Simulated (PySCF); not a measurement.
Magnetisability: `InChI=1S/C6H8S/c1-5-2-3-6(7)4-5/h1-4H2`

Cartesian coordinates in Å; atom numbers follow the order of the lines, from 1:
```xyz
15

C    -2.169    0.240   -0.065
C    -0.860    0.097   -0.156
C    -0.099   -1.200   -0.087
C     1.282   -0.808    0.444
C     1.446    0.640    0.109
S     2.834    1.467    0.215
C     0.134    1.212   -0.321
H    -2.638    1.207   -0.124
H    -2.823   -0.604    0.066
H    -0.011   -1.618   -1.093
H    -0.599   -1.936    0.540
H     2.097   -1.408    0.037
H     1.323   -0.911    1.533
H    -0.122    2.106    0.251
H     0.201    1.524   -1.370
```

Computed with PySCF, GIAO BP86/6-311G** magnetisability, rotational g tensor and spin-rotation constants, non-relativistic, gas phase. Geometry: GFN2-xTB.

Question: How diamagnetic is it, and how anisotropic?

Answer: Isotropic -978 × 10⁻³⁰ J/T², or -58.9 × 10⁻⁶ cm³/mol; principal values -1263, -927, -744 × 10⁻³⁰ J/T², anisotropy 455 × 10⁻³⁰ J/T² (root of half the summed squared differences of the principal values). The susceptibility is in cgs units.

Question: Split it along the inertial axes a, b, c into diamagnetic and paramagnetic parts about the centre of mass, with the quadrupole moment.

Answer: 
| axis | χ (10⁻⁶ cm³/mol) | diamagnetic (10⁻⁶ cm³/mol) | paramagnetic (10⁻⁶ cm³/mol) | summed x² of all electrons (Å²) | quadrupole Θ (D Å) |
| --- | --- | --- | --- | --- | --- |
| a | -46.0 | -339.9 | 294.0 | 205.4 | -7.52 |
| b | -54.8 | -942.7 | 887.9 | 63.4 | +5.30 |
| c | -75.9 | -1140.4 | 1064.4 | 16.8 | +2.22 |

Anisotropies 2χaa − χbb − χcc = +38.8 and 2χbb − χaa − χcc = +12.3 × 10⁻⁶ cm³/mol. Θ is traceless in Buckingham's convention.

Question: And the rotational g tensor?

Answer: 
```csv
axis,rotational constant (GHz),g,nuclear part,electronic part
a,5.4500,-0.1029,0.6497,-0.7527
b,1.3819,-0.0253,0.5512,-0.5765
c,1.1396,-0.0086,0.5613,-0.5699
```
Asymmetric top; isotopes 12C, 1H, 32S; no vibrational averaging.
